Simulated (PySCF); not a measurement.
# HoCl3(NH3) at several levels of theory

Computed with PySCF 2.14.0 (density fitting, no spin-orbit coupling) at the geometry relaxed with PBE0:

```xyz
8
HoCl3(NH3) (singlet in the valence; each metal's 4f electrons, 10 of them, lie in its core potential, out of spins and levels)
Ho    0.0241   -0.0241    0.0241
Cl    1.1642    1.8599    1.1642
Cl   -1.8599   -1.1642    1.1642
Cl    1.1642   -1.1642   -1.8599
N    -1.3838    1.3838   -1.3838
H    -1.9932    1.9932   -0.8334
H    -0.8334    1.9932   -1.9932
H    -1.9932    0.8334   -1.9932
```

```
level                                                               basis    state  HOMO (eV)  gap (eV)  charge on Ho1 (e)  population of f-type functions on Ho1 (polarisation alone where 4f lies in the core)  dipole about the centre of mass (D)  largest force component (eV/Å)
 PBE0      Ho lcecp-1-SVP with ECP56, Cl def2-SVP, N def2-SVP, H def2-SVP  singlet      -8.42      7.36               0.80                                                                                  0.05                                 5.49                            0.00
 PBE0  Ho lcecp-1-TZVP with ECP56, Cl def2-TZVP, N def2-TZVP, H def2-TZVP  singlet      -8.55      7.35               1.33                                                                                  0.06                                 5.40                            0.21
```

In the lcecp rows the 4f levels are missing from HOMO and gap, and the state counts the valence alone.

Charges are Mulliken's, which hang on the basis. The relaxation used the grid (50, 194), these runs (75, 302) or, all-electron (x2c bases, spin-free X2C Hamiltonian), (99, 590).

Q: A further run in the first row's basis gives HOMO (eV) -7.00, gap (eV) 5.26, charge on Ho1 (e) 0.60, population of f-type functions on Ho1 (polarisation alone where 4f lies in the core) 0.04, dipole about the centre of mass (D) 5.44, largest force component (eV/Å) 0.22. Which level was it?
A. PBE
B. M06-L

A: A. The others give HOMO -7.34 eV (M06-L).

In the first row's basis the gap widens with exact exchange: 5.3 to 6.2 eV for PBE, M06-L (none); 7.4 eV for PBE0 (a fixed share).

An lcecp potential fixes the number of 4f electrons, so in runs with it no electron can move into or out of that shell.
